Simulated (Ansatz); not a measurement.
Reaction (ligand exchange at a Mg–O bond): `[OH][Mg][Br]` + H–F → `[F][Mg][Br]` + H₂O

Calculated with Ansatz (gas phase, PBE0-D4/def2-TZVP geometries, no zero-point term in ΔE). CBS: MP2 limit from def2 TZ/QZ plus the TZ coupled-cluster correction, frozen cores. This one scheme is used for every species. DFT in def2-TZVPP. B3LYP here is the variant with VWN-RPA as its local correlation; programs differ in this. HSE06 is defined as in plane-wave codes. For Br, Mg outer-core shells are correlated without core-valence functions, which leaves a few kJ/mol of doubt a bond. Scalar relativity is left out up to krypton. One conformer a species, not always the lowest.

`[OH][Mg][Br]`:

```xyz
4

O     0.267   -1.084    0.506
Mg   -0.160    0.445   -0.230
Br   -0.783    2.455   -1.223
H     0.675   -1.816    0.946
```

H–F:

Cartesian coordinates in Å:
```
F -0.400 0.119 -0.193
H 0.400 -0.119 0.193
```

`[F][Mg][Br]`:

```xyz
3

F     1.181   -1.012   -1.153
Mg    0.117   -0.100   -0.114
Br   -1.298    1.111    1.267
```

H₂O:

Cartesian coordinates in Å:
```
O 0.185 0.270 -0.210
H -0.050 -0.620 -0.481
H -0.136 0.349 0.691
```

```csv
level,ΔE (kJ/mol),difference from CCSD(T)/CBS
LDA (SPW92),-55.2,0.4
PBE-D4,-61.8,-6.2
revPBE-D4,-62.8,-7.2
BLYP-D4,-62.9,-7.3
r2SCAN-D4,-59.4,-3.8
B97M-V,-63.7,-8.1
PBE0-D4,-59.0,-3.4
B3LYP-D4,-60.3,-4.7
r2SCANh-D4,-58.5,-2.9
r2SCAN0-D4,-57.4,-1.8
HSE06-D4,-58.9,-3.3
BHLYP-D4,-58.4,-2.8
CAM-B3LYP-D4,-58.9,-3.3
ωB97X-V,-59.6,-4.0
ωB97M-V,-58.6,-3.0
B2PLYP,-58.9,-3.3
PBE,-62.5,-6.9
revPBE,-64.4,-8.8
BLYP,-64.4,-8.8
r2SCAN,-59.6,-4.0
PBE0,-59.6,-4.0
r2SCANh,-58.7,-3.1
r2SCAN0,-57.7,-2.1
HSE06,-59.5,-3.9
BHLYP,-59.4,-3.8
CAM-B3LYP,-59.6,-4.0
LC-ωPBE,-60.0,-4.4
RPA@PBE/def2-TZVPP,-56.1,-0.5
HF/def2-SVP,-62.1,-6.5
MP2/def2-SVP,-61.3,-5.7
CCSD/def2-SVP,-62.8,-7.2
HF/def2-TZVPP,-58.5,-2.9
MP2/def2-TZVPP,-53.4,2.2
CCSD/def2-TZVPP,-55.1,0.5
CCSD(T)/def2-TZVPP,-55.1,0.5
MP2/def2-QZVPP,-54.8,0.8
SCS-MP2/def2-QZVPP,-56.3,-0.7
HF/CBS(def2),-62.3,-6.7
MP2/CBS(def2),-53.9,1.7
CCSD/CBS(def2),-55.6,0.0
CCSD(T)/CBS,-55.6,0
```

Largest T1 diagnostic among the species: 0.009.

From BLYP to BHLYP (50 % exact exchange), in def2-TZVPP and without D4, ΔE moves by +5.0 kJ/mol. In def2-TZVPP, CCSD(T) changes the Hartree–Fock value by +3.4 kJ/mol (the triples alone add −0.0 kJ/mol) and MP2 by +5.1 kJ/mol.
